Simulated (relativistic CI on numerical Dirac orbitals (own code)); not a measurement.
# Line list: Electric-dipole lines, Mo²⁺

Method of calculation: Dirac-Coulomb-Breit CI, KLI orbitals optimised for each configuration, model QED, valence Slater integrals scaled by 0.85, P86 correlation energy added to each configuration (own radial code, finite nucleus).

Configurations in the expansion (outside the closed core [Kr]): 4d4, 4d3.5s, 4d3.5p, 4d2.5s2, 4d3.4f, 4d2.5s.5p, 4d3.5d, 4d3.6s, 4d3.6p, 4d2.4f2, 4d3.6d, 4d3.5f, 4d3.5g, 4d2.5p2, 4d3.6f, 4d3.6g. Levels of other configurations are missing.

| λ vac (nm) | Lower | Upper | A (s⁻¹) | log gf | S velocity/length |
| --- | --- | --- | --- | --- | --- |
| 124.72 | 4d4 5D_4 [5] | 4d3.5p 5F°_5 [88] | 3.40e+08 | -0.06 | 0.80 |
| 125.15 | 4d4 5D_3 [4] | 4d3.5p 5F°_4 [85] | 4.90e+08 | 0.02 | 0.78 |
| 125.21 | 4d4 5D_1 [2] | 4d3.5p 5D°_0 [80] | 1.16e+09 | -0.57 | 0.76 |
| 126.10 | 4d4 5D_4 [5] | 4d3.5p 5F°_4 [85] | 1.12e+08 | -0.62 | 0.73 |
| 128.30 | 4d4 5D_0 [1] | 4d3.5p 3D°_1 [75] | 1.70e+08 | -0.90 | 0.77 |
| 128.64 | 4d4 5D_1 [2] | 4d3.5p 3D°_1 [75] | 4.49e+07 | -1.48 | 0.79 |
| 129.26 | 4d4 5D_2 [3] | 4d3.5p 3D°_1 [75] | 4.42e+06 | -2.48 | 0.69 |
| 130.16 | 4d4 5D_4 [5] | 4d3.5p 5G°_5 [76] | 4.52e+06 | -1.90 | 0.77 |
| 131.18 | 4d4 5D_3 [4] | 4d3.5p 5G°_4 [73] | 2.59e+06 | -2.22 | 0.76 |
| 132.05 | 4d4 5D_2 [3] | 4d3.5p 5G°_3 [70] | 9.75e+05 | -2.75 | 0.76 |
| 132.22 | 4d4 5D_4 [5] | 4d3.5p 5G°_4 [73] | 7.24e+05 | -2.77 | 0.75 |
| 132.93 | 4d4 5D_3 [4] | 4d3.5p 5G°_3 [70] | 7.07e+05 | -2.88 | 0.75 |
| 151.80 | 4d4 3P_0 [6] | 4d3.5p 3D°_1 [75] | 1.06e+08 | -0.96 | 0.77 |
| 223.43 | 4d3.5s 5F_4 [35] | 4d3.5p 5F°_5 [88] | 9.48e+07 | -0.11 | 0.93 |
| 227.78 | 4d3.5s 5F_5 [37] | 4d3.5p 5F°_5 [88] | 3.34e+08 | 0.46 | 0.87 |
| 232.41 | 4d3.5s 5F_5 [37] | 4d3.5p 5F°_4 [85] | 2.81e+08 | 0.31 | 0.83 |
| 241.50 | 4d3.5s 5F_4 [35] | 4d3.5p 5G°_5 [76] | 3.53e+08 | 0.53 | 1.02 |
| 244.31 | 4d3.5s 5F_3 [34] | 4d3.5p 5G°_4 [73] | 3.06e+08 | 0.39 | 1.02 |
| 246.95 | 4d3.5s 5F_2 [33] | 4d3.5p 5G°_3 [70] | 2.82e+08 | 0.26 | 1.02 |
| 248.71 | 4d3.5s 5F_4 [35] | 4d3.5p 5G°_4 [73] | 9.66e+07 | -0.09 | 0.99 |
| 249.45 | 4d3.5s 5F_1 [32] | 4d3.5p 5G°_2 [69] | 2.85e+08 | 0.12 | 1.02 |

Terms are leading LS components. Brackets give the number of a level in order of energy, since labels repeat. The list gives strong lines, with weight on those to low levels, among the lowest 200 of 2407 levels, so that lines to higher ones, which can be the strongest, are missing, and without lines across small gaps between configurations, and without 219 lines that miss the measured interval by over 3.5 %, start from a term whose rates miss tabulated ones by over 60 %, have gauges far apart or, lacking measured levels, span too small a gap for the errors found; lines with a level outside our table were not tested and can miss by more. Levels whose partners in the same complex of configurations lie outside the list can be far off, and so can their lines. Rates are taken at the computed energies, electric ones in the length gauge. A velocity-to-length ratio far from 1 marks an uncertain rate.

Correlation outside the listed configurations is missing or only estimated: errors of thousands of cm⁻¹ between configurations and terms are usual at this charge. Rates and lifetimes follow the computed energies and can be off by large factors. The fine structure of a lone outer electron comes out too small, for d and f at times inverted, and misplaced configurations move strength between like terms. 61 of the 67 excited levels that our extract of the measured tables holds in this range could be paired (the sources list more); they are missed by 2282 cm⁻¹ on average and 4519 at most, and levels without a partner can miss by more.
